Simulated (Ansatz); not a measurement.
Stepwise reaction of `[SiH3][O][Al]([Cl])[Cl]` with hydrogen sulfide, as a gas-phase model of exchange steps in deposition or etching. ΔE in kJ/mol.

Gas-phase electronic energies from Ansatz, PBE0-D4/def2-TZVP geometries. CCSD(T)/CBS is the MP2 limit (def2-TZVPP, def2-QZVPP) plus CCSD(T) − MP2 in def2-TZVPP, frozen cores. This one scheme is used for every species. DFT in def2-TZVPP. B3LYP here is the variant with VWN-RPA as its local correlation; programs differ in this. Each species was taken in one conformer, which may not be the lowest.

| step | reaction | PBE-D4 | B3LYP-D4 | ωB97M-V | CCSD(T)/CBS |
| --- | --- | --- | --- | --- | --- |
| 1 | `[SiH3][O][Al]([Cl])[Cl]` + H₂S → `[SiH3][O][Al]([SH])[Cl]` + HCl | 38.0 | 45.0 | 45.6 | 44.4 |

**Question.** Give the row of step 2, `[SiH3][O][Al]([SH])[Cl]` + H₂S → `[SiH3][O][Al]([SH])[SH]` + HCl. (An estimate is asked.)

**Answer.** Ansatz gave: 
| step | reaction | PBE-D4 | B3LYP-D4 | ωB97M-V | CCSD(T)/CBS |
| --- | --- | --- | --- | --- | --- |
| 2 | `[SiH3][O][Al]([SH])[Cl]` + H₂S → `[SiH3][O][Al]([SH])[SH]` + HCl | 44.0 | 50.6 | 51.4 | 49.7 |

**Question.** By hand: ΔE of the 2 steps together at CCSD(T)/CBS.

**Answer.** (44.4) + (49.7) = 94.1 kJ/mol, or 47.0 kJ/mol a step.

In ΔE each step is higher than the one before. All are uphill at CCSD(T)/CBS. PBE-D4 differs from CCSD(T)/CBS by -6.4 to -5.7 kJ/mol a step. Isolated molecules leave out the surface, adducts and barriers. Largest T1 diagnostic: 0.012.
